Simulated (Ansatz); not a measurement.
A structure relaxed at B3LYP/def2-TZVP in Ansatz, charge 0, singlet:

```tsv
atom	x (Å)	y (Å)	z (Å)
Li1	1.302	2.583	2.491
Li2	1.782	-0.067	0.918
Li3	2.618	-2.731	-0.471
Li4	0.276	1.952	-0.394
Li5	0.877	-0.475	-1.742
Li6	-0.684	1.692	-3.354
Li7	-0.880	0.476	1.742
Li8	-0.279	-1.950	0.394
Li9	-1.786	0.068	-0.919
Li10	-3.226	-1.548	1.337
```

Task: Give its formula and point group.

Result: Li₁₀ (started as a model of: Li10 tetrahedron). Point group Td (tolerance 0.1 Å).

Task: Summarise the bond lengths by kind (pairs closer than 1.2 times the sum of covalent radii, bridged metal pairs left out).

Result: 12 × Li–Li 2.84 Å.

The restricted singlet is unstable towards broken spin symmetry at other levels; at B3LYP/def2-TZVP this wasn't settled. At PBE0/def2-TZVP a triplet of charge 0 lies 0.05 eV below the restricted singlet, each at its own geometry.
